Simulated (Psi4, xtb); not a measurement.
Conformational energy of C₃H₆O₂, SMILES COC(C)=O. Scanned: dihedral C1–O2–C3–O5; all other coordinates were relaxed at B3LYP-D3(BJ)/def2-SVP. Points at φ and −φ are mirror images. Heavy atoms are numbered in the order of the SMILES COC(C)=O, hydrogens after them in the order of the atoms that carry them; the mirror image has the same energies with the sign of each dihedral reversed.

- HF/cc-pVTZ // B3LYP-D3(BJ)/def2-SVP (Psi4)
- GFN1-xTB // B3LYP-D3(BJ)/def2-SVP (xtb)
- PBE0/def2-TZVP // B3LYP-D3(BJ)/def2-SVP (Psi4)
- MP2/cc-pVTZ = DF-MP2 (frozen core)/cc-pVTZ // B3LYP-D3(BJ)/def2-SVP run with Psi4 1.11

Energies relative to the lowest point of each profile, in kcal/mol:

| φ / ° | HF/cc-pVTZ | GFN1-xTB | PBE0/def2-TZVP |
|---|---|---|---|
| -150 | 9.5 | 9.1 | 8.7 |
| -120 | 11.9 | 12.5 | 12.2 |
| -90 | 12.0 | 13.1 | 13.1 |
| -60 | 8.3 | 8.7 | 9.2 |
| -30 | 2.6 | 2.7 | 3.0 |
| 0 | 0.0 | 0.0 | 0.0 |
| 30 | 2.6 | 2.7 | 3.0 |
| 60 | 8.3 | 8.7 | 9.2 |
| 90 | 12.0 | 13.1 | 13.1 |
| 120 | 11.9 | 12.5 | 12.2 |
| 150 | 9.5 | 9.1 | 8.7 |
| 180 | 8.5 | 7.5 | 7.1 |

Predict the corresponding MP2/cc-pVTZ column.

-150: 9.1; -120: 12.6; -90: 13.3; -60: 9.5; -30: 3.1; 0: 0.0; 30: 3.1; 60: 9.5; 90: 13.3; 120: 12.6; 150: 9.1; 180: 7.7 (kcal/mol).
